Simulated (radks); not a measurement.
Q: Isoelectronic series with 9 electrons, each ion in its NIST ground configuration. Calculated with a radial shooting solver on a logarithmic mesh with Libxc functionals: scalar-relativistic Kohn-Sham, LDA (Slater exchange, Perdew-Wang correlation), spin-polarised, spherical densities, finite nucleus; open shells are filled with parallel spins first (spin-orbit coupling, left out, can overturn this in heavy ions); Fermi nuclear charge, rms radius of each element as measured or else 0.836 A^(1/3) + 0.57 fm. Total energies (hartree) and mean radii <r> (bohr):

| ion | configuration | E (hartree) | 2p down | 2p up | 2s down |
|---|---|---|---|---|---|
| F | [He] 2s2 2p5 | -99.20337 | 1.127 | 1.088 | 1.017 |
| Mg3+ | [He] 2s2 2p5 | -195.64439 | 0.6455 | 0.6385 | 0.6765 |
| P6+ | [He] 2s2 2p5 | -326.20233 | 0.4607 | 0.4577 | 0.5044 |
| Sc12+ | [He] 2s2 2p5 | -690.25720 | 0.2945 | 0.2935 | 0.3334 |
| Cr15+ | [He] 2s2 2p5 | -924.23502 | 0.2496 | 0.2489 | 0.2848 |
| Co18+ | [He] 2s2 2p5 | -1193.25754 | 0.2165 | 0.2160 | 0.2483 |
| Zn21+ | [He] 2s2 2p5 | -1497.69936 | 0.1911 | 0.1907 | 0.2199 |
| As24+ | [He] 2s2 2p5 | -1837.98963 | 0.1709 | 0.1706 | 0.1971 |
| Kr27+ | [He] 2s2 2p5 | -2214.61605 | 0.1545 | 0.1543 | 0.1785 |
| Mo33+ | [He] 2s2 2p5 | -3079.13212 | 0.1295 | 0.1293 | 0.1496 |
| Rh36+ | [He] 2s2 2p5 | -3568.31788 | 0.1197 | 0.1196 | 0.1382 |
| Cd39+ | [He] 2s2 2p5 | -4096.43898 | 0.1112 | 0.1111 | 0.1283 |
| Sb42+ | [He] 2s2 2p5 | -4664.33781 | 0.1038 | 0.1037 | 0.1196 |
| Xe45+ | [He] 2s2 2p5 | -5272.93768 | 0.09728 | 0.09718 | 0.1118 |
| La48+ | [He] 2s2 2p5 | -5923.2700 | 0.09146 | 0.09137 | 0.1049 |

Estimate the row of Ar9+ ([He] 2s2 2p5).

A: E (hartree) -491.00260; 2p down 0.3592; 2p up 0.3575; 2s down 0.4017.
